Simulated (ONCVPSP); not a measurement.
**chlorine: excitation energies, all-electron against ONCV**

chlorine, optimised norm-conserving Vanderbilt (ONCV), made with ONCVPSP 4.0.1 (PBEsol, scalar-relativistic). Core [Ne], reference 3s2 3p4.5 (charge +0.5). Waves: 3s: rc 1.05 bohr, ncon 4, nbas 7, qcut 6.2 1/bohr, 2 projectors, debl 2.9 Ha; 3p: rc 1.40 bohr, ncon 4, nbas 9, qcut 4.9 1/bohr, 2 projectors, debl 1.6 Ha; d scattering state at 0.37 Ha: rc 1.25 bohr, ncon 4, nbas 8, qcut 8.9 1/bohr, 2 projectors, debl 3.8 Ha. Local part: polynomial inside 0.90 bohr (lpopt 5, dvloc0 1 Ha). Core correction: polynomial model core, fcfact 0.65.

Energies are relative to the spin-unpolarised reference configuration 3s2 3p4.5; without spin polarisation the order of configurations can differ from experiment.

```csv
valence configuration,charge,ΔE all-electron (eV),error AE − PS (meV)
3s2 3p5,0,-5.564,+0.8
3s2 3p3,+2,33.669,+5.9
```

(1) What are ΔE and the potential's error for 3s2 3p4?

(2) What are ΔE and the potential's error for 3s1 3p6?

Levels in the configuration 3s1 3p6:

| level | all-electron (eV) | pseudo (eV) |
| --- | --- | --- |
| 3s | -21.275 | -21.274 |
| 3p | -9.105 | -9.105 |

Note: ghosts flagged at negative energy: s at -237.2 eV; no localised positive-energy state flagged. A true bound ghost makes a file unfit for plane-wave use.

Results:

(1) ΔE = 8.271 eV all-electron; the error (AE − PS) is -0.2 meV.

(2) ΔE = 6.550 eV all-electron; the error (AE − PS) is +0.8 meV.
